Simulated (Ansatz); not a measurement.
A short molecular-dynamics run on CHBOS, SMILES `S=C1BO1`.

```yaml
crystal:
  periodic: [false, false, false]
  atoms:
    - {symbol: S, position_ang: [-2.128908, -0.717401, 0.172294]}
    - {symbol: C, position_ang: [-0.637142, -0.205599, 0.043221]}
    - {symbol: B, position_ang: [0.677124, 0.461341, -0.102017]}
    - {symbol: O, position_ang: [0.615588, -0.883303, 0.097039]}
    - {symbol: H, position_ang: [1.523237, 1.271262, -0.251937]}
basis:
  gaussian: {orbitals: "6-31G*"}
magnetization: {spin_polarized: true, initial_magnetization: 0}
hamiltonian: {xc: {name: BLYP}, dispersion: d3bjatm}
md: {timestep: 2 fs, n_steps: 50, ensemble: nve, temperature: 1500, initial_velocities: maxwell_boltzmann, seed: 172}
```

```sh
$ ansatz run in.yaml --threads 2 --pin off --events-out ev --progress --plain --max-ram 4352MiB
```

| step | time (fs) | potential energy (eV) | kinetic (eV) | T (K) | conserved (eV) |
| --- | --- | --- | --- | --- | --- |
| 0 | 0.0 | -14609.6336 | 0.5817 | 1500 | -14609.0519 |
| 1 | 2.0 | -14609.5230 | 0.4793 | 1236 | -14609.0438 |
| 2 | 4.0 | -14609.3707 | 0.3392 | 875 | -14609.0315 |
| 3 | 6.0 | -14609.3538 | 0.3184 | 821 | -14609.0354 |
| 4 | 8.0 | -14609.4140 | 0.3682 | 950 | -14609.0458 |
| 5 | 10.0 | -14609.4189 | 0.3783 | 976 | -14609.0406 |
| 6 | 12.0 | -14609.4017 | 0.3541 | 913 | -14609.0476 |
| 7 | 14.0 | -14609.3024 | 0.2660 | 686 | -14609.0364 |
| 8 | 16.0 | -14609.2633 | 0.2347 | 605 | -14609.0286 |
| 9 | 18.0 | -14609.3899 | 0.3480 | 897 | -14609.0419 |
| 10 | 20.0 | -14609.5037 | 0.4575 | 1180 | -14609.0462 |
| 11 | 22.0 | -14609.5295 | 0.4880 | 1259 | -14609.0414 |
| 12 | 24.0 | -14609.5070 | 0.4610 | 1189 | -14609.0460 |
| 13 | 26.0 | -14609.3995 | 0.3606 | 930 | -14609.0389 |
| 14 | 28.0 | -14609.3032 | 0.2682 | 692 | -14609.0350 |
| 15 | 30.0 | -14609.2805 | 0.2412 | 622 | -14609.0394 |
| 16 | 32.0 | -14609.2759 | 0.2369 | 611 | -14609.0390 |
| 17 | 34.0 | -14609.3134 | 0.2815 | 726 | -14609.0319 |
| 18 | 36.0 | -14609.4527 | 0.4047 | 1044 | -14609.0480 |
| 19 | 38.0 | -14609.5026 | 0.4596 | 1185 | -14609.0431 |
| 20 | 40.0 | -14609.5055 | 0.4695 | 1211 | -14609.0360 |
| 21 | 42.0 | -14609.5608 | 0.5203 | 1342 | -14609.0405 |
| 22 | 44.0 | -14609.6077 | 0.5639 | 1454 | -14609.0438 |
| 23 | 46.0 | -14609.6045 | 0.5666 | 1461 | -14609.0378 |
| 24 | 48.0 | -14609.6036 | 0.5581 | 1439 | -14609.0455 |
| 25 | 50.0 | -14609.5294 | 0.4861 | 1253 | -14609.0433 |
| 26 | 52.0 | -14609.4107 | 0.3733 | 963 | -14609.0375 |
| 27 | 54.0 | -14609.3409 | 0.3039 | 784 | -14609.0370 |
| 28 | 56.0 | -14609.3319 | 0.2932 | 756 | -14609.0387 |
| 29 | 58.0 | -14609.3907 | 0.3594 | 927 | -14609.0313 |
| 30 | 60.0 | -14609.5482 | 0.4911 | 1266 | -14609.0571 |
| 31 | 62.0 | -14609.5074 | 0.4574 | 1180 | -14609.0500 |
| 32 | 64.0 | -14609.3352 | 0.3001 | 774 | -14609.0351 |
| 33 | 66.0 | -14609.2490 | 0.2142 | 552 | -14609.0348 |
| 34 | 68.0 | -14609.2516 | 0.2058 | 531 | -14609.0459 |
| 35 | 70.0 | -14609.2164 | 0.1860 | 480 | -14609.0304 |
| 36 | 72.0 | -14609.3264 | 0.2827 | 729 | -14609.0438 |
| 37 | 74.0 | -14609.4175 | 0.3583 | 924 | -14609.0592 |
| 38 | 76.0 | -14609.2815 | 0.2450 | 632 | -14609.0366 |
| 39 | 78.0 | -14609.2404 | 0.2134 | 550 | -14609.0270 |
| 40 | 80.0 | -14609.4022 | 0.3436 | 886 | -14609.0586 |
| 41 | 82.0 | -14609.3872 | 0.3505 | 904 | -14609.0367 |
| 42 | 84.0 | -14609.4146 | 0.3627 | 935 | -14609.0519 |
| 43 | 86.0 | -14609.3718 | 0.3216 | 829 | -14609.0503 |
| 44 | 88.0 | -14609.2185 | 0.1877 | 484 | -14609.0308 |
| 45 | 90.0 | -14609.2302 | 0.1986 | 512 | -14609.0317 |
| 46 | 92.0 | -14609.3928 | 0.3401 | 877 | -14609.0528 |
| 47 | 94.0 | -14609.4137 | 0.3641 | 939 | -14609.0496 |
| 48 | 96.0 | -14609.3841 | 0.3463 | 893 | -14609.0378 |
| 49 | 98.0 | -14609.4072 | 0.3535 | 912 | -14609.0537 |
| 50 | 100.0 | -14609.3064 | 0.2766 | 713 | -14609.0297 |

Velocities are drawn at the set temperature; a run this short doesn't reach equilibrium.

Frames (Å, forces in eV/Å):

```xyz
5
time=0.0 fs
S    -2.129   -0.717    0.172   -1.317   -0.461    0.115
C    -0.637   -0.206    0.043   -0.136    0.969   -0.136
B     0.677    0.461   -0.102    0.130    0.923   -0.142
O     0.616   -0.883    0.097    1.165   -1.536    0.183
H     1.523    1.271   -0.252    0.158    0.105   -0.020
5
time=2.0 fs
S    -2.124   -0.709    0.171   -2.879   -1.157    0.310
C    -0.663   -0.222    0.049    2.151    1.895   -0.558
B     0.669    0.446   -0.115    0.210    2.062    0.146
O     0.633   -0.884    0.098    1.040   -1.875    0.211
H     1.482    1.376   -0.172   -0.522   -0.926   -0.109
5
time=4.0 fs
S    -2.122   -0.702    0.171   -4.100   -1.673    0.462
C    -0.682   -0.233    0.054    3.908    2.526   -0.899
B     0.661    0.439   -0.128   -0.119    2.244    0.585
O     0.653   -0.889    0.100    0.908   -1.736    0.174
H     1.421    1.445   -0.097   -0.598   -1.361   -0.322
5
time=6.0 fs
S    -2.126   -0.697    0.171   -4.285   -1.780    0.511
C    -0.688   -0.236    0.055    4.325    2.525   -1.064
B     0.652    0.439   -0.138   -0.610    1.382    0.994
O     0.676   -0.898    0.102    0.717   -1.114    0.051
H     1.337    1.463   -0.034   -0.147   -1.013   -0.492
5
time=8.0 fs
S    -2.134   -0.694    0.171   -3.252   -1.435    0.441
C    -0.680   -0.230    0.053    3.135    1.775   -1.010
B     0.642    0.444   -0.145   -1.001   -0.211    1.173
O     0.700   -0.910    0.105    0.428   -0.251   -0.119
H     1.247    1.441    0.011    0.690    0.122   -0.486
5
time=10.0 fs
S    -2.147   -0.693    0.172   -1.544   -0.834    0.293
C    -0.662   -0.219    0.048    0.785    0.456   -0.751
B     0.628    0.449   -0.148   -0.608   -1.300    1.116
O     0.725   -0.923    0.107    0.073    0.565   -0.275
H     1.183    1.424    0.036    1.293    1.114   -0.382
5
time=12.0 fs
S    -2.161   -0.693    0.173    0.100   -0.243    0.126
C    -0.642   -0.207    0.041   -1.949   -1.064   -0.356
B     0.612    0.448   -0.147    1.255   -0.365    1.118
O     0.750   -0.934    0.108   -0.289    1.183   -0.385
H     1.170    1.450    0.047    0.882    0.489   -0.502
5
time=14.0 fs
S    -2.175   -0.693    0.175    1.247    0.162   -0.017
C    -0.628   -0.198    0.032   -4.067   -2.237    0.023
B     0.600    0.447   -0.142    3.280    1.069    1.086
O     0.775   -0.942    0.109   -0.613    1.637   -0.450
H     1.190    1.494    0.039    0.153   -0.631   -0.641
5
time=16.0 fs
S    -2.188   -0.693    0.177    1.799    0.326   -0.114
C    -0.627   -0.196    0.023   -4.584   -2.492    0.210
B     0.600    0.449   -0.133    3.819    1.229    0.957
O     0.798   -0.946    0.108   -0.856    1.969   -0.475
H     1.215    1.514    0.006   -0.179   -1.033   -0.578
5
time=18.0 fs
S    -2.199   -0.693    0.178    1.818    0.263   -0.159
C    -0.641   -0.202    0.015   -3.371   -1.724    0.205
B     0.614    0.456   -0.120    2.535   -0.108    0.784
O     0.819   -0.946    0.106   -0.980    2.157   -0.453
H     1.234    1.495   -0.048   -0.001   -0.588   -0.377
5
time=20.0 fs
S    -2.207   -0.692    0.179    1.403    0.022   -0.154
C    -0.666   -0.213    0.008   -1.331   -0.413    0.153
B     0.637    0.462   -0.105    0.375   -2.114    0.575
O     0.838   -0.940    0.103   -0.962    2.122   -0.371
H     1.253    1.453   -0.118    0.514    0.383   -0.202
5
time=22.0 fs
S    -2.214   -0.691    0.180    0.708   -0.322   -0.108
C    -0.695   -0.226    0.001    0.573    0.895    0.133
B     0.661    0.461   -0.088   -1.084   -2.975    0.289
O     0.854   -0.930    0.100   -0.791    1.745   -0.220
H     1.292    1.426   -0.195    0.595    0.657   -0.094
5
time=24.0 fs
S    -2.220   -0.691    0.181   -0.025   -0.670   -0.044
C    -0.722   -0.236   -0.005    1.900    1.926    0.143
B     0.681    0.449   -0.069   -1.295   -1.989   -0.287
O     0.869   -0.915    0.095   -0.484    0.911   -0.003
H     1.353    1.424   -0.275   -0.095   -0.177    0.191
5
time=26.0 fs
S    -2.225   -0.692    0.182   -0.512   -0.920    0.003
C    -0.743   -0.240   -0.011    2.532    2.586    0.175
B     0.696    0.430   -0.052   -1.211   -0.423   -0.994
O     0.882   -0.898    0.091   -0.090   -0.402    0.259
H     1.411    1.415   -0.349   -0.719   -0.841    0.556
5
time=28.0 fs
S    -2.232   -0.693    0.183   -0.540   -0.989   -0.001
C    -0.755   -0.235   -0.017    2.447    2.831    0.248
B     0.708    0.410   -0.038   -1.329    1.014   -1.526
O     0.895   -0.881    0.087    0.300   -2.037    0.527
H     1.441    1.374   -0.401   -0.879   -0.819    0.751
5
time=30.0 fs
S    -2.239   -0.696    0.184   -0.088   -0.849   -0.067
C    -0.760   -0.222   -0.021    1.757    2.653    0.368
B     0.714    0.393   -0.030   -1.701    1.804   -1.693
O     0.909   -0.870    0.085    0.559   -3.496    0.749
H     1.438    1.302   -0.424   -0.526   -0.113    0.643
5
time=32.0 fs
S    -2.246   -0.700    0.184    0.676   -0.526   -0.181
C    -0.760   -0.200   -0.025    0.693    2.098    0.518
B     0.714    0.383   -0.027   -2.230    1.381   -1.401
O     0.924   -0.867    0.084    0.568   -4.087    0.860
H     1.414    1.225   -0.423    0.292    1.133    0.203
5
time=34.0 fs
S    -2.253   -0.704    0.185    1.512   -0.086   -0.307
C    -0.757   -0.171   -0.026   -0.534    1.261    0.661
B     0.707    0.377   -0.030   -2.028    0.561   -1.102
O     0.941   -0.874    0.086    0.332   -3.522    0.816
H     1.402    1.192   -0.414    0.718    1.786   -0.068
5
time=36.0 fs
S    -2.257   -0.709    0.185    2.205    0.375   -0.411
C    -0.756   -0.138   -0.026   -1.746    0.306    0.754
B     0.692    0.374   -0.037   -0.352    0.552   -1.243
O     0.958   -0.890    0.089   -0.053   -2.113    0.629
H     1.417    1.227   -0.407   -0.054    0.880    0.270
5
time=38.0 fs
S    -2.259   -0.713    0.185    2.606    0.755   -0.461
C    -0.760   -0.104   -0.023   -2.639   -0.527    0.767
B     0.676    0.372   -0.048    1.400    0.407   -1.212
O     0.975   -0.911    0.094   -0.486   -0.389    0.353
H     1.430    1.295   -0.390   -0.882   -0.247    0.553
5
time=40.0 fs
S    -2.258   -0.716    0.184    2.639    0.974   -0.443
C    -0.773   -0.072   -0.018   -2.893   -1.028    0.685
B     0.665    0.372   -0.063    2.196   -0.329   -0.793
O     0.991   -0.932    0.100   -0.843    1.158    0.049
H     1.409    1.355   -0.352   -1.099   -0.775    0.502
5
time=42.0 fs
S    -2.254   -0.718    0.182    2.275    0.976   -0.359
C    -0.795   -0.043   -0.010   -2.395   -1.121    0.500
B     0.662    0.371   -0.082    1.884   -1.508   -0.126
O     1.005   -0.951    0.106   -1.034    2.281   -0.244
H     1.347    1.384   -0.295   -0.730   -0.628    0.229
5
time=44.0 fs
S    -2.246   -0.719    0.181    1.512    0.730   -0.215
C    -0.825   -0.017   -0.001   -1.329   -0.870    0.217
B     0.665    0.365   -0.100    0.817   -2.932    0.599
O     1.017   -0.964    0.111   -1.037    2.931   -0.504
H     1.256    1.390   -0.229    0.037    0.141   -0.097
5
time=46.0 fs
S    -2.238   -0.719    0.178    0.398    0.237   -0.029
C    -0.859    0.005    0.008   -0.029   -0.396   -0.119
B     0.672    0.348   -0.117   -0.054   -3.568    1.121
O     1.026   -0.971    0.115   -0.876    3.070   -0.697
H     1.166    1.401   -0.166    0.560    0.657   -0.275
5
time=48.0 fs
S    -2.228   -0.718    0.176   -0.910   -0.432    0.170
C    -0.893    0.026    0.018    1.226    0.178   -0.439
B     0.678    0.318   -0.129   -0.219   -2.243    1.407
O     1.033   -0.969    0.118   -0.572    2.571   -0.769
H     1.099    1.437   -0.114    0.476   -0.075   -0.369
5
time=50.0 fs
S    -2.220   -0.718    0.174   -2.100   -1.109    0.336
C    -0.923    0.048    0.026    2.173    0.702   -0.673
B     0.683    0.280   -0.137   -0.320    0.148    1.489
O     1.038   -0.962    0.118   -0.117    1.292   -0.653
H     1.049    1.470   -0.077    0.364   -1.033   -0.500
5
time=52.0 fs
S    -2.214   -0.720    0.173   -2.788   -1.551    0.423
C    -0.947    0.072    0.032    2.503    0.959   -0.766
B     0.688    0.243   -0.139   -0.651    2.604    1.263
O     1.044   -0.951    0.117    0.472   -0.702   -0.328
H     1.013    1.464   -0.058    0.463   -1.310   -0.591
5
time=54.0 fs
S    -2.212   -0.723    0.172   -2.750   -1.565    0.410
C    -0.962    0.099    0.035    2.098    0.794   -0.706
B     0.690    0.215   -0.137   -1.067    4.230    0.825
O     1.050   -0.943    0.116    1.006   -2.731    0.067
H     0.995    1.408   -0.062    0.713   -0.727   -0.596
5
time=56.0 fs
S    -2.212   -0.729    0.171   -2.094   -1.139    0.315
C    -0.971    0.129    0.036    1.233    0.249   -0.530
B     0.688    0.202   -0.132   -1.330    3.714    0.488
O     1.059   -0.940    0.114    1.110   -3.586    0.261
H     1.004    1.323   -0.089    1.081    0.762   -0.534
5
time=58.0 fs
S    -2.216   -0.735    0.171   -1.145   -0.432    0.181
C    -0.975    0.160    0.035    0.364   -0.496   -0.304
B     0.681    0.203   -0.125   -1.098    1.973    0.463
O     1.070   -0.947    0.113    0.642   -2.823    0.172
H     1.055    1.268   -0.137    1.238    1.778   -0.512
5
time=60.0 fs
S    -2.221   -0.742    0.171   -0.229    0.329    0.045
C    -0.979    0.188    0.034   -0.262   -1.241   -0.088
B     0.671    0.210   -0.116    0.207    1.597    0.438
O     1.083   -0.960    0.113   -0.143   -1.165   -0.029
H     1.153    1.281   -0.203    0.427    0.480   -0.366
5
time=62.0 fs
S    -2.226   -0.749    0.171    0.465    0.952   -0.064
C    -0.983    0.213    0.032   -0.616   -1.823    0.088
B     0.661    0.223   -0.106    1.778    1.137    0.174
O     1.096   -0.976    0.112   -0.958    0.658   -0.208
H     1.267    1.312   -0.284   -0.669   -0.924    0.010
5
time=64.0 fs
S    -2.230   -0.755    0.171    0.885    1.351   -0.135
C    -0.989    0.232    0.030   -0.700   -2.162    0.208
B     0.658    0.240   -0.095    2.690    0.002   -0.150
O     1.106   -0.991    0.111   -1.585    2.112   -0.288
H     1.356    1.308   -0.365   -1.291   -1.302    0.364
5
time=66.0 fs
S    -2.234   -0.759    0.171    1.053    1.512   -0.166
C    -0.997    0.245    0.029   -0.536   -2.244    0.276
B     0.664    0.258   -0.085    2.754   -1.362   -0.389
O     1.113   -1.000    0.109   -1.934    2.973   -0.252
H     1.395    1.254   -0.432   -1.336   -0.879    0.531
5
time=68.0 fs
S    -2.236   -0.761    0.171    1.002    1.453   -0.163
C    -1.008    0.249    0.029   -0.204   -2.084    0.304
B     0.680    0.270   -0.076    1.862   -2.961   -0.324
O     1.115   -1.002    0.106   -2.005    3.243   -0.122
H     1.384    1.166   -0.478   -0.655    0.348    0.305
5
time=70.0 fs
S    -2.237   -0.761    0.170    0.763    1.202   -0.135
C    -1.019    0.248    0.030    0.173   -1.726    0.308
B     0.703    0.272   -0.068    0.388   -4.333    0.090
O     1.112   -0.996    0.104   -1.800    2.909    0.079
H     1.347    1.092   -0.513    0.476    1.947   -0.342
5
time=72.0 fs
S    -2.237   -0.760    0.170    0.362    0.795   -0.092
C    -1.029    0.240    0.032    0.503   -1.227    0.301
B     0.727    0.258   -0.060    0.056   -3.005   -0.354
O     1.104   -0.984    0.101   -1.264    1.726    0.346
H     1.328    1.092   -0.560    0.343    1.711   -0.201
5
time=74.0 fs
S    -2.236   -0.758    0.169   -0.154    0.283   -0.039
C    -1.037    0.229    0.035    0.806   -0.631    0.274
B     0.751    0.234   -0.053    0.214    0.894   -1.632
O     1.094   -0.967    0.099   -0.360   -0.621    0.686
H     1.322    1.158   -0.616   -0.507    0.074    0.711
5
time=76.0 fs
S    -2.236   -0.756    0.168   -0.706   -0.255    0.021
C    -1.044    0.216    0.039    1.116   -0.008    0.219
B     0.776    0.213   -0.052   -0.331    4.764   -2.467
O     1.083   -0.952    0.099    0.645   -3.575    1.050
H     1.297    1.226   -0.644   -0.723   -0.926    1.176
5
time=78.0 fs
S    -2.237   -0.754    0.167   -1.176   -0.702    0.080
C    -1.046    0.202    0.043    1.406    0.507    0.143
B     0.800    0.208   -0.060   -0.912    6.128   -2.492
O     1.073   -0.945    0.102    1.106   -4.924    1.197
H     1.245    1.259   -0.627   -0.425   -1.009    1.072
5
time=80.0 fs
S    -2.239   -0.753    0.167   -1.415   -0.935    0.122
C    -1.044    0.191    0.048    1.593    0.785    0.055
B     0.821    0.226   -0.077   -1.270    3.159   -1.391
O     1.066   -0.950    0.107    0.808   -3.135    0.860
H     1.175    1.253   -0.569    0.285    0.125    0.355
5
time=82.0 fs
S    -2.243   -0.753    0.166   -1.314   -0.880    0.133
C    -1.037    0.181    0.054    1.559    0.757   -0.033
B     0.837    0.255   -0.098   -1.694   -2.022    0.330
O     1.061   -0.963    0.115    0.342   -0.059    0.203
H     1.117    1.252   -0.497    1.108    2.204   -0.633
5
time=84.0 fs
S    -2.248   -0.754    0.166   -0.876   -0.550    0.112
C    -1.025    0.175    0.059    1.267    0.434   -0.107
B     0.847    0.277   -0.119   -1.442   -3.183    0.707
O     1.057   -0.976    0.123    0.106    2.029   -0.367
H     1.102    1.335   -0.450    0.945    1.270   -0.345
5
time=86.0 fs
S    -2.254   -0.755    0.165   -0.219   -0.061    0.074
C    -1.008    0.169    0.063    0.783   -0.044   -0.172
B     0.852    0.287   -0.137   -0.970   -1.665    0.636
O     1.053   -0.984    0.130    0.030    2.976   -0.733
H     1.122    1.467   -0.416    0.376   -1.207    0.194
5
time=88.0 fs
S    -2.261   -0.757    0.165    0.489    0.438    0.039
C    -0.990    0.164    0.067    0.207   -0.508   -0.235
B     0.853    0.292   -0.153   -0.778   -0.865    0.913
O     1.049   -0.985    0.135    0.021    3.215   -0.935
H     1.157    1.553   -0.374    0.061   -2.280    0.217
5
time=90.0 fs
S    -2.267   -0.758    0.165    1.110    0.833    0.016
C    -0.970    0.157    0.071   -0.340   -0.850   -0.299
B     0.852    0.293   -0.165   -0.763   -0.648    1.251
O     1.045   -0.978    0.138    0.050    2.912   -0.992
H     1.194    1.552   -0.324   -0.057   -2.247    0.024
5
time=92.0 fs
S    -2.272   -0.758    0.165    1.568    1.077    0.007
C    -0.952    0.147    0.073   -0.784   -1.015   -0.364
B     0.847    0.292   -0.173   -1.011   -1.083    1.512
O     1.042   -0.964    0.139    0.110    2.083   -0.897
H     1.229    1.464   -0.273    0.116   -1.063   -0.258
5
time=94.0 fs
S    -2.275   -0.757    0.165    1.839    1.170    0.008
C    -0.936    0.134    0.074   -1.064   -0.993   -0.424
B     0.840    0.287   -0.176   -1.840   -2.287    1.562
O     1.038   -0.945    0.137    0.211    0.635   -0.618
H     1.268    1.335   -0.232    0.855    1.474   -0.528
5
time=96.0 fs
S    -2.275   -0.755    0.165    1.918    1.136    0.015
C    -0.924    0.117    0.074   -1.147   -0.829   -0.470
B     0.825    0.275   -0.173   -2.183   -0.836    1.137
O     1.035   -0.924    0.134    0.415   -1.622   -0.098
H     1.341    1.263   -0.212    0.997    2.150   -0.585
5
time=98.0 fs
S    -2.274   -0.751    0.165    1.799    0.999    0.027
C    -0.915    0.098    0.073   -1.027   -0.583   -0.495
B     0.803    0.259   -0.166   -1.083    3.557    0.410
O     1.033   -0.908    0.131    0.735   -4.081    0.520
H     1.451    1.273   -0.213   -0.424    0.109   -0.463
5
time=100.0 fs
S    -2.270   -0.746    0.165    1.466    0.761    0.048
C    -0.910    0.078    0.069   -0.617   -0.274   -0.511
B     0.777    0.255   -0.157   -0.204    5.301    0.018
O     1.033   -0.901    0.129    0.815   -4.867    0.751
H     1.545    1.287   -0.233   -1.460   -0.920   -0.305
```

It took 59 s on 2 threads of an Arm Neoverse V1 on a shared host, with 0.12 GiB of host memory at the peak.
